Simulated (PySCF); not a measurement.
C2H3BF2O, SMILES OB(F)/C=C/F. Coordinates come from a PBE-D3(BJ)/def2-SVP optimisation. The structure was generated by enumeration; whether it is a known compound was not checked. One conformer was computed; it need not be the lowest.

Computed equilibrium geometry at PBE-D3(BJ)/def2-SVP (PySCF confirms it by a frequency run) as Cartesian coordinates in Å, and its point group (one conformer of several):
point group Cs.
```xyz
9

O     -0.7791     2.2197     0.0000
B     -0.0174     1.0891     0.0000
F      1.3153     1.2806     0.0000
C     -0.5840    -0.3606     0.0000
C      0.2525    -1.4155     0.0000
F     -0.1652    -2.6856     0.0000
H     -1.7310     2.0202     0.0000
H     -1.6654    -0.5825     0.0000
H      1.3543    -1.3393     0.0000
```
